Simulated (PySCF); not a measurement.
**Bond length, frequency and bond energy of GeP by level of theory**

State: ²Π (doublet), unpaired electrons π ↑. Set-up: Ge def2-TZVPPD, P def2-TZVPPD; no relativity (PySCF 2.14). De refers to Ge + P in their high-spin ground configurations, without counterpoise correction. The functionals are run spin-unrestricted. A positive dipole means Ge(−)P(+). Levels whose curve was spin-contaminated or gave no clean fit are not listed.

| Level | Re (Å) | ωe (cm⁻¹) | De (eV) | μ (D) | CPU s a point (SCF and correlation, without the integrals) |
| --- | --- | --- | --- | --- | --- |
| ROHF | 2.122 | 540 | 1.12 | -1.58 | 1.9 |
| ROHF-MP2 | 2.148 | 497 | 3.09 | n/a | 3.6 |
| ROHF-SCS-MP2 | 2.150 | 495 | 3.11 | n/a | n/a |
| ROHF-CCSD | 2.147 | 500 | 2.88 | n/a | n/a |
| ROHF-CCSD(T) | 2.162 | 479 | 3.14 | n/a | 180 |
| PBE | 2.171 | 470 | 3.70 | -1.20 | 2.4 |
| PW91 | 2.169 | 470 | 3.73 | -1.19 | 1.6 |
| BLYP | 2.187 | 454 | 3.66 | -1.21 | 2.1 |
| r²SCAN | 2.148 | 493 | 3.46 | -1.12 | 3.6 |
| PBE0 | 2.143 | 502 | 3.37 | -1.27 | 5.1 |
| M06 | 2.153 | 489 | 3.72 | -1.36 | 5.3 |
| BHandHLYP | 2.131 | 516 | 3.09 | -1.37 | 3.5 |
| ωB97X-V | 2.119 | 534 | 3.51 | -1.36 | 11 |

Problem. Which functional lies closest to ROHF-CCSD(T) in De, which farthest, and by how much do they differ from it?

Solution. Closest is BHandHLYP (-3.1 pm in Re, +7.7 % in ωe, -0.05 eV in De against ROHF-CCSD(T) in the same basis), farthest PW91 (+0.7 pm in Re, -1.9 % in ωe, +0.59 eV in De). CCSD(T) converges more slowly with the basis than the functionals do and binds too weakly in this one, so the order can change at the basis-set limit.

Problem. What does all correlation do here, going from ROHF to ROHF-CCSD(T)?

Solution. ROHF-CCSD(T) less ROHF: +4.0 pm in Re, -11.3 % in ωe, +2.02 eV in De. Correlation nearly always deepens the well. The bond lengthens, as in strong covalent bonds, where excitations into antibonding orbitals dominate.

Correlated steps freeze 14 core orbitals. Spin–orbit coupling is left out. The state was picked by a PBE0 search and need not be the measured ground state.

The whole job (state search and all levels along the bond) took about 19 min on 2 threads of Arm Neoverse V1 (shared host), peak memory 4.6 GiB.
